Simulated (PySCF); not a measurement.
A side-by-side comparison of computed properties.

First species: C₆H₁₃As.
SMILES: `CCC/C=C\C[AsH2]`

Second species: C₆H₁₃As.
InChI=1S/C6H13As/c1-4-5-6-7(2)3/h4-5H,6H2,1-3H3/b5-4+

Levels: PBE0/def2-SVPD for dipole moment, HOMO energy, LUMO energy, HOMO–LUMO gap, static isotropic polarisability and electronic spatial extent ⟨r²⟩ about the centre of nuclear charge; TDDFT PBE0/def2-SVPD for lowest singlet excitation; TDA PBE0/def2-SVPD for lowest triplet excitation (Tamm–Dancoff); ΔSCF PBE0/def2-SVPD for vertical ionisation energy; PBE0-D3(BJ)/def2-SVP for rotational constant A and rotational constant C. Geometries: PBE0-D3(BJ)/def2-SVP. Each structure is a single optimised conformer of the isolated species, non-relativistic unless stated. Electronic properties by PySCF.

The conformers computed, where there is a choice (atom-mapped SMILES and torsion angles):
- `[CH3:1][CH2:2][CH2:3]/[CH:4]=[CH:5]\[CH2:6][AsH2:7]`: C1–C2–C3–C4 178°, C2–C3–C4–C5 111°, C4–C5–C6–As7 -87°, H–As7–C6–C5 -157°, H–As7–C6–C5 -65°
- `[CH3:1]/[CH:2]=[CH:3]/[CH2:4][As:5]([CH3:6])[CH3:7]`: C2–C3–C4–As5 -107°, C3–C4–As5–C6 73°

Values for the first species:

```
Dipole moment                                                     : 0.63 D
HOMO energy                                                       : -6.76 eV
LUMO energy                                                       : -0.04 eV
HOMO–LUMO gap                                                     : 6.72 eV
Lowest singlet excitation                                         : 5.88 eV
Lowest triplet excitation (Tamm–Dancoff)                          : 4.03 eV
Static isotropic polarisability                                   : 109.6 au
Vertical ionisation energy                                        : 8.50 eV
Electronic spatial extent ⟨r²⟩ about the centre of nuclear charge : 1747 bohr²
Rotational constant A                                             : 2.495 GHz
Rotational constant C                                             : 0.652 GHz
```

Q: Estimate the same properties for the second species, and the change in each.

A: 
| property | first | second | second less first |
| --- | --- | --- | --- |
| dipole moment | 0.63 D | 1.03 D | +0.40 D |
| HOMO energy | -6.76 eV | -6.36 eV | +0.40 eV |
| LUMO energy | -0.04 eV | 0.28 eV | +0.32 eV |
| HOMO–LUMO gap | 6.72 eV | 6.64 eV | -0.08 eV |
| lowest singlet excitation | 5.88 eV | 5.66 eV | -0.22 eV |
| lowest triplet excitation (Tamm–Dancoff) | 4.03 eV | 4.08 eV | +0.05 eV |
| static isotropic polarisability | 109.6 au | 110.9 au | +1.3 au |
| vertical ionisation energy | 8.50 eV | 8.07 eV | -0.43 eV |
| electronic spatial extent ⟨r²⟩ about the centre of nuclear charge | 1747 bohr² | 1585 bohr² | -162 bohr² |
| rotational constant A | 2.495 GHz | 3.964 GHz | +1.469 GHz |
| rotational constant C | 0.652 GHz | 0.772 GHz | +0.120 GHz |

On the first: The vertical singlet–triplet gap S1 − T1 is 1.85 eV (TDDFT singlet less Tamm–Dancoff triplet; S1: HOMO→LUMO+1, weight 0.57, beside HOMO→LUMO, weight 0.40; T1: HOMO→LUMO, weight 0.72). The ΔSCF ionisation energy exceeds −ε(HOMO) by 1.74 eV with PBE0. The calculation is non-relativistic and has no spin–orbit coupling, an omission that weighs most on arsenic.

On the second: The polarisability is 16.43 Å³ as a volume (1 au = 0.148185 Å³), or 1.35 au for each of the 82 electrons. The vertical singlet–triplet gap S1 − T1 is 1.58 eV (TDDFT singlet less Tamm–Dancoff triplet; S1: HOMO→LUMO, weight 0.92; T1: HOMO−1→LUMO, weight 0.46, beside HOMO→LUMO, weight 0.43). Relativistic effects, spin–orbit coupling among them, are left out although an element past zinc is present.
